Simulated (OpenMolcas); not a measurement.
**Pd3+: moving the ligands**

Pd3+ with its 6 nearest fluoride ions at 2.024 Å, on the Ga site of K2NaGaF6 (a = 8.246 Å, distance in the model lattice 1.938 Å). The rest of the host is ab initio model potentials to 7.6 Å, with orthogonalisation functions on the cations behind the ligands, and point charges beyond; the distance is set by hand and nothing relaxes. Ligand basis ANO-RCC-VDZP.

* Program: OpenMolcas
* Method: CASSCF
* Basis: ANO-RCC-VTZP [7s6p4d2f1g]
* Scalar Hamiltonian: DKH2, point nucleus
* Active space: 7 electrons in 5 orbitals (4d)
* State averaging: 2S+1 = 4 even, 10 roots; 2S+1 = 2 even, 40 roots
* Spin-orbit coupling: state interaction with AMFI integrals over the reference wave functions

Runs around this geometry, states (labels of O, the rotations of Oh). Energies in cm-1 above the lowest state or level, χT in cm3 K/mol; 10Dq and B are least-squares fits to the states below 45000 cm-1, weighted by degeneracy, with a free offset, and given where the rms deviation is under 5 % of |10Dq| (or 100 cm-1) and under 700 cm-1.

| R (Å) | Ground state | First state of that spin | 10Dq | B (rms of fit) | First gap with spin-orbit (degeneracies) | χT at 300 K | First state of another spin |
| --- | --- | --- | --- | --- | --- | --- | --- |
| 1.938 | 2E | 21116 | 23745 | 830 (143) | 6506 (4, 2) | 0.487 | 4T1 7669 |
| 2.024 | 2E | 17081 | 19665 | 803 (232) | 2602 (4, 2) | 0.581 | 4T1 3464 |
| 2.07 | 2E | 15311 | 17922 | 811 (272) | 1096 (4, 2) | 0.744 | 4T1 1628 |

Taking |10Dq| as R^-n, n = -ln(17922 / 23745) / ln(2.07 / 1.938) = 4.3 between the shortest and longest distance. The point-charge formula for a cubic d site gives n = 5.

An orbital doublet at a regular site is open to a Jahn-Teller distortion, which this geometry leaves out. Without dynamic correlation the repulsion within the d shell is too large (B by tens of per cent), so at a given field states of lower spin stand too high. This shell can be high or low spin here, a state of another spin lies low, and with metal d orbitals alone active their balance is uncertain, so the ground spin may be wrong, although the usual error favours high spin. With metal d orbitals alone the field can be off either way by tens of per cent. Ligand-to-metal charge-transfer states are missing. With no ligand orbital active B as a rule stays too high, so bands that hang on it stand too high and its fall with covalency is understated. The least metal-like active orbital is 76 % on the metal (Löwdin) and no ligand orbital is active, so the numbers are rough (holds for R = 1.938). The least metal-like active orbital is 77 % on the metal (Löwdin) and no ligand orbital is active, so the numbers are rough (holds for R = 2.024; R = 2.07). No measured value stands beside these numbers; the geometry was set by hand and not optimised.
